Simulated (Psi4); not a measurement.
C4H9NO, triplet, at a GFN2-xTB geometry (a higher spin typed on purpose: for a closed-shell molecule this is an excited state), with bond 9-1 at 1.3 times its length; PBE0/3-21G run with Psi4.

The Psi4 input:
```
memory 2 GB

molecule {
0 3
C    -1.64152590   -0.45306691   -0.65776818
N    -0.64574011    0.23343216    0.10685618
C    -0.93627875    0.37511934    1.50063280
C     0.70857036   -0.24991731   -0.25698073
C     1.83775129    0.43318640    0.50010612
O     0.88518313   -0.42430812   -1.53561110
H    -2.60817453    0.03162618   -0.51998919
H    -1.32124666   -0.41190406   -1.70258188
H    -1.76504313   -1.83312384   -0.30791013
H    -0.26404130    1.10315755    1.94950906
H    -0.84390322   -0.57533533    2.04704349
H    -1.96388122    0.72382060    1.61177281
H     2.76969741    0.15967388    0.01431978
H     1.73470914    1.52293415    0.47657954
H     1.86099316    0.08918673    1.53294838
}

set {
  basis 3-21g
  reference uks
  level_shift 1.0
}

energy('pbe0')
print_variables()
```

It wrote (shortened):

```
   => Loading Basis Set <=

    Name: 3-21G
    Role: ORBITAL
    Keyword: BASIS

         ---------------------------------------------------------
                                   SCF
               by Justin Turney, Rob Parrish, Andy Simmonett
                          and Daniel G. A. Smith
                              UKS Reference
         ---------------------------------------------------------

  ==> Geometry <==

    Molecular point group: c1
    Full point group: C1

    Geometry (in Angstrom), charge = 0, multiplicity = 3:

       Center              X                  Y                   Z               Mass
    ------------   -----------------  -----------------  -----------------  -----------------
         C           -1.668155633338    -0.436553784069    -0.601580633520    12.000000000000
         N           -0.672369843338     0.249945285931     0.163043726480    14.003074004430
         C           -0.962908483338     0.391632465931     1.556820346480    12.000000000000
         C            0.681940626662    -0.233404184069    -0.200793183520    12.000000000000
         C            1.811121556662     0.449699525931     0.556293666480    12.000000000000
         O            0.858553396662    -0.407794994069    -1.479423553520    15.994914619570
         H           -2.634804263338     0.048139305931    -0.463801643520     1.007825032230
         H           -1.347876393338    -0.395390934069    -1.646394333520     1.007825032230
         H           -1.791672863338    -1.816610714069    -0.251722583520     1.007825032230
         H           -0.290671033338     1.119670675931     2.005696606480     1.007825032230
         H           -0.870532953338    -0.558822204069     2.103231036480     1.007825032230
         H           -1.990510953338     0.740333725931     1.667960356480     1.007825032230
         H            2.743067676662     0.176187005931     0.070507326480     1.007825032230
         H            1.708079406662     1.539447275931     0.532767086480     1.007825032230
         H            1.834363426662     0.105699855931     1.589135926480     1.007825032230

  Running in c1 symmetry.

  Rotational constants: A =      0.16121  B =      0.11245  C =      0.07017 [cm^-1]
  Rotational constants: A =   4832.86803  B =   3371.15734  C =   2103.64757 [MHz]
  Nuclear repulsion =  247.577898946656518

  Charge       = 0
  Multiplicity = 3
  Electrons    = 48
  Nalpha       = 25
  Nbeta        = 23

  ==> Algorithm <==

  SCF Algorithm Type is DF.
  DIIS enabled.
  MOM disabled.
  Fractional occupation disabled.
  Guess Type is SAD.
  Energy threshold   = 1.00e-06
  Density threshold  = 1.00e-06
  Integral threshold = 1.00e-12

  ==> Primary Basis <==

  Basis Set: 3-21G
    Blend: 3-21G
    Number of shells: 48
    Number of basis functions: 72
    Number of Cartesian functions: 72
    Spherical Harmonics?: false
    Max angular momentum: 1

  ==> DFT Potential <==

   => LibXC <=

    Version 7.1.2
    S. Lehtola, C. Steigemann, M. J. T. Oliveira, and M. A. L. Marques,  SoftwareX 7, 1–5 (2018) (10.1016/j.softx.2017.11.002)

   => Composite Functional: PBE0 <=

    PBE0 Hyb-GGA Exchange-Correlation Functional

    C. Adamo and V. Barone,  J. Chem. Phys. 110, 6158 (1999) (10.1063/1.478522)
    M. Ernzerhof and G. E. Scuseria,  J. Chem. Phys. 110, 5029 (1999) (10.1063/1.478401)

    Deriv               =              1
    GGA                 =           TRUE
    Meta                =          FALSE

    Exchange Hybrid     =           TRUE
    MP2 Hybrid          =          FALSE

   => Exchange Functionals <=

    0.7500   Perdew, Burke & Ernzerhof

   => Exact (HF) Exchange <=

    0.2500               HF

   => Correlation Functionals <=

    1.0000   Perdew, Burke & Ernzerhof

   => LibXC Density Thresholds  <==

    XC_HYB_GGA_XC_PBEH:  1.00E-15

   => Molecular Quadrature <=

    Radial Scheme          =       TREUTLER
    Pruning Scheme         =           NONE
[...]
   @DF-UKS iter   2:  -284.33365135473662    1.11074e+00   2.09253e-02 DIIS/ADIIS/SHIFT
   @DF-UKS iter   3:  -284.92697477188972   -5.93323e-01   1.46808e-02 DIIS/ADIIS/SHIFT
   @DF-UKS iter   4:  -285.26560499393463   -3.38630e-01   1.04534e-02 DIIS/ADIIS/SHIFT
   @DF-UKS iter   5:  -285.46402244205586   -1.98417e-01   7.14990e-03 DIIS/ADIIS
   @DF-UKS iter   6:  -285.71246474304138   -2.48442e-01   2.20422e-03 DIIS/ADIIS
   @DF-UKS iter   7:  -285.72828265099457   -1.58179e-02   5.18467e-04 DIIS/ADIIS
   @DF-UKS iter   8:  -285.73003121501790   -1.74856e-03   3.03140e-04 DIIS/ADIIS
   @DF-UKS iter   9:  -285.73045164549615   -4.20430e-04   1.55925e-04 DIIS/ADIIS
   @DF-UKS iter  10:  -285.73062505968483   -1.73414e-04   5.85886e-05 DIIS
   @DF-UKS iter  11:  -285.73072610070824   -1.01041e-04   4.25946e-05 DIIS
   @DF-UKS iter  12:  -285.73077887172644   -5.27710e-05   5.00015e-05 DIIS
   @DF-UKS iter  13:  -285.73082549314529   -4.66214e-05   3.68639e-05 DIIS
   @DF-UKS iter  14:  -285.73087768668717   -5.21935e-05   1.31014e-05 DIIS
   @DF-UKS iter  15:  -285.73088282636502   -5.13968e-06   7.56774e-06 DIIS
   @DF-UKS iter  16:  -285.73088384273331   -1.01637e-06   1.85589e-06 DIIS
   @DF-UKS iter  17:  -285.73088387625097   -3.35177e-08   6.81121e-07 DIIS
  Energy and wave function converged.

  ==> Post-Iterations <==

   Electrons on quadrature grid:
      Nalpha   =   24.9999854132 ; deviation = -1.459e-05
      Nbeta    =   22.9999854582 ; deviation = -1.454e-05
      Ntotal   =   47.9999708714 ; deviation = -2.913e-05

   @Spin Contamination Metric:   6.331196625E-03
   @S^2 Expected:                2.000000000E+00
   @S^2 Observed:                2.006331197E+00
   @S   Expected:                1.000000000E+00
   @S   Observed:                1.000000000E+00

    Orbital Energies [Eh]
    ---------------------

    Alpha Occupied:

[...]
      25A     -0.132231

    Alpha Virtual:

[...]
    Beta Occupied:

[...]
    Beta Virtual:

[...]
      72A      3.129867

    Final Occupation by Irrep:
              A
    DOCC [    23 ]
    SOCC [     2 ]
    NA   [    25 ]
    NB   [    23 ]

  @DF-UKS Final Energy:  -285.73088387625097

   => Energetics <=

    Nuclear Repulsion Energy =            247.5778989466565179
    One-Electron Energy =                -877.2711528194138282
    Two-Electron Energy =                 374.3136368908292297
    DFT Exchange-Correlation Energy =     -30.3512668943228903
    Empirical Dispersion Energy =           0.0000000000000000
    VV10 Nonlocal Energy =                  0.0000000000000000
    Total Energy =                       -285.7308838762509140

  UHF NO Occupations:
  HONO-2 :   23  A 1.9982818
  HONO-1 :   24  A 1.0000000
  HONO-0 :   25  A 1.0000000
  LUNO+0 :   26  A 0.0017182
  LUNO+1 :   27  A 0.0005724
  LUNO+2 :   28  A 0.0002953
  LUNO+3 :   29  A 0.0002621

Computation Completed

Properties will be evaluated at   0.000000,   0.000000,   0.000000 [a0]

Properties computed using the SCF density matrix

 Multipole Moments:

 ------------------------------------------------------------------------------------
     Multipole            Electronic (a.u.)      Nuclear  (a.u.)        Total (a.u.)
 ------------------------------------------------------------------------------------

 L = 1.  Multiply by 2.5417464519 to convert [e a0] to [Debye]
 Dipole X            :          2.0340922           -2.4693642           -0.4352721
 Dipole Y            :         -0.5125051            0.8960234            0.3835183
 Dipole Z            :         -4.3784108            5.2491652            0.8707545
 Magnitude           :                                                    1.0463085

 ------------------------------------------------------------------------------------

  Variable Map:
  ----------------------------------------------------------------------------
[...]
  Array Variable Map:
  ----------------------------------------------------------------------------
[...]
[...]
```
